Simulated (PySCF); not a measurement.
## Electric field gradients and quadrupole coupling constants

C6H11NP (charge +1).
Geometry (GFN2-xTB, Å), atoms numbered from 1 in this order:
```xyz
19
C6H11NP angstrom
C     -1.5265   -0.9421    1.5801
C     -1.3453   -0.7268    0.2838
P     -0.3567    0.6245   -0.3504
C     -1.2960    1.5753   -1.5623
C      1.1870    0.0340   -1.1335
C      1.9561   -0.9368   -0.2201
C      1.8972   -0.4477    1.1363
N      1.7574   -0.0081    2.1816
H     -2.1384   -1.7576    1.9308
H     -1.0691   -0.3245    2.3376
H     -1.8029   -1.3486   -0.4782
H     -0.0310    1.4521    0.7003
H     -1.6037    0.9246   -2.3824
H     -0.6857    2.3879   -1.9574
H     -2.1856    1.9910   -1.0881
H      1.7925    0.9192   -1.3578
H      0.9317   -0.4488   -2.0825
H      1.5114   -1.9362   -0.2413
H      2.9978   -1.0221   -0.5386
```

Field gradients from the PBE0/pcSseg-1 density (PySCF, non-relativistic), principal values in atomic units, ordered |Vxx| ≤ |Vyy| ≤ |Vzz|:

| atom | Vxx | Vyy | Vzz |
| --- | --- | --- | --- |
| N8 | 0.4639 | 0.5390 | -1.0029 |

**Question.** Find the asymmetry η = (Vxx − Vyy)/Vzz and the couplings χ = eQV/h (234.96 MHz × Q in barn × V in au), with Q(14N) = 0.02044 b.

**Answer.** 
| atom | environment | nucleus | η | χzz (MHz) | χxx (MHz) | χyy (MHz) |
| --- | --- | --- | --- | --- | --- | --- |
| N8 | nitrile nitrogen | 14N | 0.07 | -4.817 | 2.228 | 2.589 |

The tensor is traceless: Vxx + Vyy + Vzz = 0.

**Question.** What is Vzz at N8 in SI units (1 au = 9.71736 × 10²¹ V/m²)?

**Answer.** -1.0029 au = -9.746 × 10²¹ V/m².

**Question.** And the gradient at the other heavy atoms, for which no coupling is worked out here?

**Answer.** 
| atom | environment | Vzz (au) | η |
| --- | --- | --- | --- |
| C1 | terminal =CH2 carbon | 0.556 | 0.01 |
| C2 | alkene CH carbon | -0.240 | 0.11 |
| P3 | phosphonium phosphorus | -0.079 | 0.73 |
| C4 | sp3 carbon bound to phosphorus | 0.196 | 0.07 |
| C5 | sp3 carbon bound to phosphorus | 0.173 | 0.66 |
| C6 | sp3 carbon next to a nitrile | -0.189 | 0.98 |
| C7 | nitrile carbon | -0.384 | 0.03 |

**Question.** What couplings would deuterons (Q(2H) = 0.00286 b) have in place of the hydrogens, at this geometry?

**Answer.** 
```csv
atom,bonded to,bond length (Å),Vzz (au),η,χzz (kHz)
H9,C1,1.078,0.3219,0.01,216
H10,C1,1.079,0.3163,0.04,213
H11,C2,1.085,0.3141,0.10,211
H12,P3,1.377,0.1978,0.03,133
H13,C4,1.091,0.3008,0.04,202
H14,C4,1.090,0.3022,0.04,203
H15,C4,1.090,0.3009,0.04,202
H16,C5,1.096,0.2879,0.05,193
H17,C5,1.095,0.2907,0.04,195
H18,C6,1.094,0.2888,0.04,194
H19,C6,1.093,0.2916,0.03,196
```

One conformer (not necessarily the lowest) at the GFN2-xTB geometry, without solvent, vibrations or thermal averaging. GFN2-xTB bond lengths can be off by several hundredths of an ångström, more for odd bonds, and the gradients follow them. These gradients aren't converged with respect to the basis.

These values come from a run that also computed NMR shieldings. Time: 37 s of wall time. Hardware: one thread of an Arm Neoverse V1, no GPU (shared host).
